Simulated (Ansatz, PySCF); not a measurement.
ClFGeH4N2. Atoms are numbered in the order given.

```xyz
9

N     -1.5965    -0.9212    -0.5010
Ge    -0.0395    -0.2524     0.1023
N      1.3237    -1.4381    -0.0634
F     -0.1083     0.0571     1.8117
Cl     0.2398     1.7087    -0.7844
H     -1.5729    -1.8834    -0.8315
H     -2.1611    -0.3231    -1.0991
H      2.0602    -1.2926     0.6288
H      1.7450    -1.4724    -0.9921
```

Coordinates come from a TPSSh-D3(BJ)/def2-SVP optimisation. One conformer was computed; it need not be the lowest.

Vertical ionisation energy (IE) and electron affinity (EA) in eV. Rows of orbital energies are one-electron estimates. Where ΔSCF, EOM or ADC give a negative EA the extra electron is unbound and the value depends on the basis.

| level | IE | EA |
|---|---|---|
| −ε(HOMO), −ε(LUMO), PBE0/def2-TZVP (PySCF) | 8.18 | 0.33 |
| −ε(HOMO), −ε(LUMO), PBE/def2-TZVP (PySCF) | 6.66 | 1.32 |
| ΔSCF, PBE0/def2-SVPD (Ansatz), final states of multiplicity 2 and 2 | 10.39 | -0.76 |
| ΔSCF, PBE/def2-SVPD (Ansatz), final states of multiplicity 2 and 2 | ? | ? |

Q: Some entries are withheld; supply them. (The exact figures need the calculation; the answer reports its results.)

A: 
- ΔSCF, PBE/def2-SVPD (Ansatz, a program for electronic structure), final states of multiplicity 2 and 2, IE: 9.88
- ΔSCF, PBE/def2-SVPD (Ansatz), final states of multiplicity 2 and 2, EA: -0.52

Q: What vertical singlet–triplet gap does ΔSCF give with PBE0/def2-SVPD (Ansatz) and with PBE/def2-SVPD (Ansatz)? (Estimate from the structure and the level; the computed values follow.)

A: 6.05 and 5.36 eV (triplet above singlet where positive).
